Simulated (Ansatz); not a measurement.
Coupled-cluster run, `[GeH3][CH2]N1C=C1`.

```yaml
crystal:
  periodic: [false, false, false]
  atoms:
    - {symbol: Ge, position_ang: [-1.085205, 1.340447, 0.760914]}
    - {symbol: C, position_ang: [0.587419, 0.495617, 0.162277]}
    - {symbol: N, position_ang: [0.323794, -0.341708, -1.011606]}
    - {symbol: C, position_ang: [0.004503, -1.751598, -0.675287]}
    - {symbol: C, position_ang: [1.192265, -1.553071, -1.087726]}
    - {symbol: H, position_ang: [-0.826433, 2.191795, 2.018025]}
    - {symbol: H, position_ang: [-1.663240, 2.234345, -0.346270]}
    - {symbol: H, position_ang: [-2.115858, 0.250117, 1.110753]}
    - {symbol: H, position_ang: [1.033904, -0.067425, 0.995378]}
    - {symbol: H, position_ang: [1.286712, 1.287423, -0.123156]}
    - {symbol: H, position_ang: [-0.842803, -2.329288, -0.353337]}
    - {symbol: H, position_ang: [2.182041, -1.811754, -1.415864]}
basis:
  gaussian: {orbitals: def2-TZVPP}
correlation: {method: ccsd_t}
```

```sh
$ ansatz run in.yaml --threads 4 --pin off --events-out ev --progress --plain --max-ram 10444MiB
```

Output of Ansatz, abridged:

```
Functional definition: HF
1621 factors; integrals over basis functions are off by at most 9.7e-4 eV
mean field evaluation 1: about -61151.1222 eV, gradient 3.3e1 eV
mean field evaluation 2: about -61151.4379 eV, gradient 3.3e1 eV
mean field evaluation 4: about -61154.6458 eV, gradient 5.4e0 eV
mean field evaluation 8: about -61154.7292 eV, gradient 3.2e-1 eV
mean field evaluation 16: about -61154.7300 eV, gradient 2.6e-6 eV
mean field -61154.72995721 eV, -2247.3948737625 hartree, gradient 2.6e-6 eV, S^2 0.000000; 0 other end points of the search recorded, 0 dependent functions left out; unrestricted orbitals would lower it
13 core orbitals not correlated: weight in the atoms' cores, before any rotation towards them, 1.000 or more for the frozen orbitals, at most 0.000 for the correlated occupied ones
reference -61154.72995721 eV, -2247.3948737625 hartree; 19, 19 occupied and 238, 238 virtual orbitals, 1621 factors
second order -26.12047712 eV of doubles, -0.00000000 eV of singles
cycle   1  -26.04283339 eV  change    7.8e-2 eV  update   1.2e-1
cycle   2  -26.86132961 eV  change   -8.2e-1 eV  update   3.6e-2
cycle   3  -26.98955437 eV  change   -1.3e-1 eV  update   1.6e-2
cycle   4  -26.98104847 eV  change    8.5e-3 eV  update   4.4e-3
cycle   5  -26.98363634 eV  change   -2.6e-3 eV  update   1.8e-3
cycle   6  -26.98412674 eV  change   -4.9e-4 eV  update   4.5e-4
cycle   7  -26.98390900 eV  change    2.2e-4 eV  update   1.6e-4
cycle   8  -26.98392655 eV  change   -1.8e-5 eV  update   5.8e-5
cycle   9  -26.98394510 eV  change   -1.9e-5 eV  update   2.6e-5
perturbative correction -1.22615493 eV, -0.0450603624 hartree
Total energy: -61182.94005723 eV, -2248.4315758171 hartree
```

It took 3.2 min on 4 threads of an Intel Xeon Platinum 8175M on a shared host, with 7.3 GiB of host memory at the peak.

MP2 recovers 92.6 % of the CCSD(T) correlation energy and the triples give 4.3 %; T1 = 0.0114.
